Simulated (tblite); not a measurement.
A geometry optimisation, step by step.

C4H9FGe.
SMILES with atom numbers: `[CH3:1][Ge@H:2]1[CH2:3][C@H:4]([F:5])[CH2:6]1` (hydrogens: H7, H8, H9 on C1; H10 on Ge2; H11, H12 on C3; H13 on C4; H14, H15 on C6)

Computed with GFN2-xTB (tblite), gas phase: L-BFGS steps from a force-field or distance-geometry start until the largest atomic force falls under 0.01 eV/Å. 6 of its 107 geometries are shown.

Step 0: E = -536.8214 eV, largest atomic force 4.257 eV/Å
```
atom  x, y, z in Å  |  force x, y, z in eV/Å
C1      2.060    0.426   -0.888    1.625   0.521  -1.019
Ge2     0.646    0.394    0.400    0.625   0.301   0.465
C3     -1.082    0.496   -0.466   -1.144   3.897  -1.275
C4     -1.615   -0.286    0.689    0.328  -1.608  -1.579
F5     -1.464    0.430    1.883   -0.736  -0.550  -0.618
C6     -0.420   -1.229    0.531    0.320  -1.750   2.509
H7      2.612    1.393   -0.793   -0.220  -0.846  -0.167
H8      1.593    0.436   -1.893    0.469  -0.211   0.541
H9      2.794   -0.408   -0.804   -0.588   0.717  -0.178
H10     0.770    1.224    1.684    0.182  -0.279  -0.478
H11    -1.076   -0.028   -1.460   -0.400   0.610   1.137
H12    -1.504    1.532   -0.537   -0.367  -0.778  -0.527
H13    -2.604   -0.763    0.574    0.158   0.520   0.591
H14    -0.422   -1.824   -0.411   -0.174   0.271   1.149
H15    -0.291   -1.786    1.469   -0.078  -0.816  -0.552
```

Step 21: E = -538.0198 eV, largest atomic force 0.126 eV/Å
```
atom  x, y, z in Å  |  force x, y, z in eV/Å
C1      2.208    0.443   -0.989   -0.080  -0.062   0.044
Ge2     0.672    0.407    0.279   -0.058  -0.015   0.044
C3     -1.194    0.697   -0.403    0.049   0.013   0.017
C4     -1.648   -0.380    0.578   -0.009   0.017   0.001
F5     -1.850    0.233    1.808    0.009  -0.022  -0.046
C6     -0.399   -1.245    0.694    0.114   0.053  -0.004
H7      2.747    1.376   -0.867    0.010  -0.007  -0.066
H8      1.858    0.358   -2.010   -0.017   0.036  -0.057
H9      2.885   -0.379   -0.796    0.068  -0.032   0.054
H10     1.035    1.180    1.532   -0.078   0.010  -0.019
H11    -1.289    0.325   -1.422   -0.007   0.028  -0.001
H12    -1.743    1.630   -0.315    0.011  -0.006   0.048
H13    -2.579   -0.908    0.347   -0.065   0.031  -0.025
H14    -0.376   -1.977   -0.111    0.023  -0.017   0.040
H15    -0.331   -1.752    1.652    0.031  -0.027  -0.030
```

Step 42: E = -538.0351 eV, largest atomic force 0.122 eV/Å
```
atom  x, y, z in Å  |  force x, y, z in eV/Å
C1      2.203    0.406   -0.988   -0.022   0.010   0.007
Ge2     0.666    0.433    0.284    0.111   0.031  -0.039
C3     -1.197    0.732   -0.381    0.010  -0.013   0.015
C4     -1.640   -0.396    0.550    0.002  -0.031   0.003
F5     -1.899    0.169    1.790   -0.022   0.016   0.025
C6     -0.367   -1.230    0.689    0.014   0.010  -0.003
H7      2.740    1.350   -0.957   -0.051  -0.055  -0.002
H8      1.837    0.248   -1.999    0.039  -0.028   0.055
H9      2.895   -0.394   -0.734   -0.057   0.055  -0.017
H10     0.979    1.239    1.527    0.016  -0.004   0.004
H11    -1.329    0.442   -1.421    0.017  -0.012  -0.007
H12    -1.732    1.660   -0.204   -0.019  -0.013   0.010
H13    -2.547   -0.943    0.272   -0.050   0.019  -0.024
H14    -0.311   -1.977   -0.101    0.007   0.014  -0.015
H15    -0.302   -1.730    1.651    0.005   0.002  -0.012
```

Step 64: E = -538.0439 eV, largest atomic force 0.062 eV/Å
```
atom  x, y, z in Å  |  force x, y, z in eV/Å
C1      2.171    0.385   -0.979    0.012  -0.004  -0.026
Ge2     0.675    0.465    0.324   -0.040  -0.006  -0.020
C3     -1.190    0.767   -0.350    0.055   0.029  -0.002
C4     -1.638   -0.400    0.529   -0.012   0.053  -0.005
F5     -1.934    0.113    1.785    0.010   0.015  -0.020
C6     -0.353   -1.216    0.665   -0.014  -0.001   0.031
H7      2.630    1.359   -1.119   -0.031  -0.023   0.002
H8      1.797    0.033   -1.937    0.028   0.010   0.027
H9      2.930   -0.308   -0.629    0.005   0.023  -0.009
H10     1.036    1.241    1.573   -0.009  -0.012  -0.009
H11    -1.276    0.508   -1.404   -0.036  -0.001   0.038
H12    -1.749    1.681   -0.163    0.021  -0.049   0.005
H13    -2.538   -0.936    0.210    0.014  -0.027  -0.023
H14    -0.265   -1.942   -0.141   -0.009   0.024  -0.024
H15    -0.300   -1.741    1.613    0.006  -0.031   0.036
```

Step 85: E = -538.0498 eV, largest atomic force 0.017 eV/Å
```
atom  x, y, z in Å  |  force x, y, z in eV/Å
C1      2.172    0.381   -0.985    0.015   0.002   0.007
Ge2     0.690    0.431    0.335    0.001   0.015  -0.008
C3     -1.163    0.784   -0.331    0.008  -0.001   0.003
C4     -1.643   -0.392    0.520    0.004  -0.002  -0.001
F5     -1.969    0.101    1.774    0.004   0.008   0.002
C6     -0.373   -1.230    0.668    0.002   0.000  -0.007
H7      2.471    1.387   -1.261   -0.005  -0.012   0.002
H8      1.843   -0.142   -1.878    0.004   0.001  -0.003
H9      3.035   -0.137   -0.578   -0.012   0.008   0.006
H10     1.062    1.194    1.589    0.002   0.002  -0.001
H11    -1.270    0.559   -1.390   -0.008  -0.007   0.001
H12    -1.699    1.703   -0.112   -0.004   0.001   0.004
H13    -2.535   -0.919    0.164   -0.005   0.001   0.002
H14    -0.290   -1.945   -0.148   -0.005  -0.012  -0.001
H15    -0.335   -1.766    1.612   -0.002  -0.004  -0.007
```

Step 106: E = -538.0506 eV, largest atomic force 0.008 eV/Å
```
atom  x, y, z in Å  |  force x, y, z in eV/Å
C1      2.185    0.383   -0.979   -0.003   0.005  -0.003
Ge2     0.683    0.426    0.319   -0.007   0.002   0.002
C3     -1.174    0.779   -0.337    0.008   0.001  -0.001
C4     -1.644   -0.386    0.532    0.002  -0.001   0.000
F5     -1.924    0.122    1.792    0.000  -0.002   0.007
C6     -0.380   -1.236    0.650    0.000  -0.003   0.001
H7      2.466    1.391   -1.267    0.002   0.001  -0.003
H8      1.887   -0.164   -1.869    0.002  -0.001   0.004
H9      3.051   -0.105   -0.543    0.002  -0.004  -0.001
H10     1.046    1.185    1.577    0.000   0.001   0.002
H11    -1.294    0.541   -1.392   -0.003  -0.003  -0.003
H12    -1.705    1.702   -0.121    0.000   0.001  -0.001
H13    -2.554   -0.904    0.208   -0.001   0.001  -0.005
H14    -0.315   -1.941   -0.177   -0.006   0.002  -0.001
H15    -0.332   -1.785    1.585    0.003   0.000   0.001
```

Problem. Summarise the path.

Solution. The energy falls by 1.2292 eV from step 0 to step 106; nine tenths of that is first reached at step 12. It falls at every step. The largest force goes from 4.257 to 0.008 eV/Å. Among the bonds C1–Ge2 changes most, from 1.913 to 1.985 Å; the atoms move by 0.399 Å rms after alignment.

The cost below is that of the whole relaxation. The run took 0.58 s of wall time on one thread of an Arm Neoverse V1, no GPU, on a shared host.
